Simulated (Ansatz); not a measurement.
The cluster LaB6⁺, relaxed as a singlet with RKS B3LYP-D4/def2-SVP in Ansatz, starting from the GFN1-xTB geometry. Force threshold 0.02 eV/Å.

In the def2 sets La takes a core potential; there is no spin–orbit coupling. Another isomer (singlet) lies 0.10 eV lower at PBE0-D4/def2-TZVP.

Start:

Cartesian coordinates in Å:
```
La 0.776 -2.804 -0.138
B -1.255 0.825 0.586
B 1.189 -0.749 0.617
B -0.167 1.186 -1.059
B -0.393 -0.475 0.829
B -0.814 2.145 -0.054
B 0.663 -0.128 -0.782
```

(1) Estimate the energy that the relaxation releases and the steps that it takes.

(2) Does the start keep its bonding and symmetry?

(3) Predict the relaxed structure.

Answers

(1) 2.18 eV, in 22 steps; 91 s on 4 threads of Intel Xeon on a shared host. No frequencies were taken in this run, so the end may be a saddle point.

(2) Bonds lost: La1–B5 (atoms count from 1). Bonds formed: B4–B5 (atoms count from 1). Point group Cs at the start, Cs at the end, both within 0.05 Å.

(3) 
```xyz
7

La    1.5728   -2.9177   -0.6644
B    -0.8604    1.5722    0.9327
B     0.6652   -1.3087    0.7429
B    -0.4359    0.8583   -0.7982
B    -0.1208    0.1812    0.8343
B    -1.1338    2.1900   -0.4242
B     0.3129   -0.5753   -0.6231
```
Bond lengths: 9 × B–B 1.52 to 1.92 Å; 2 × B–La 2.32 to 2.66 Å.
